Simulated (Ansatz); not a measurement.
Isomers of Si$_{3}$Se$_{3}$⁻ (doublet), relaxed with PBE-D4/def2-SVPD; total energies from Ansatz at r2SCAN0-D4/def2-TZVPD.

```
isomer                                                           description  energy (Eh)
     A  point group not assigned; 5 × Se–Si 2.18 to 2.46 Å; 1 × Si–Si 2.44 Å  -8073.20470
     B            point group Cs; 5 × Se–Si 2.17 to 2.35 Å; 1 × Si–Si 2.34 Å  -8073.22926
     C            point group Cs; 6 × Se–Si 2.29 to 2.43 Å; 1 × Si–Si 2.43 Å  -8073.22371
```

The isomers come from a short search, and lower ones may exist.

Work out the relative energies (1 Eh = 2625.5 kJ/mol) and the Boltzmann populations at 298 K from electronic energies alone (R = 8.314 J/mol/K).

ΔE: A 64.5, B 0.0, C 14.6 kJ/mol. RT = 2.48 kJ/mol. Factors exp(−ΔE/RT): A 5.07e-12, B 1, C 0.00278; sum 1.003. Populations: A 0.0 %, B 99.7 %, C 0.3 %. Zero-point energy, vibrational entropy and symmetry numbers are left out and can shift these; an error of 4 kJ/mol changes a ratio by a factor of 5.0. Over the other density-functional and correlated levels in def2 sets, the gap between B and C ranges from 0 to 27 kJ/mol.
